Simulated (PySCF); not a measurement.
C4H8BN, SMILES NB1CC=CC1.

Geometry optimised at B3LYP-D3(BJ)/def2-SVP. This is a generated structure with no PubChem entry under its InChIKey; it may be hypothetical. Other conformers were not sampled.

Level of theory: PBE/def2-TZVP (PySCF).

Gas-phase values at a fixed geometry.

| Item | Value |
|---|---|
| total energy | -236.64097 hartree |
| point group | C2v |
| highest occupied level | -5.50 eV |
| lowest empty level | -0.19 eV |
| orbital gap | 5.31 eV |
| dipole moment | 2.03 D |
| quadrupole, principal values (traceless, Buckingham form, about the centre of nuclear charge) | -5.83, 0.16, 5.67 D·Å |
| mean static polarisability | 68.0 bohr³ (10.08 Å³) |
| polarisability, principal values | 49.3, 77.1, 77.7 bohr³ |
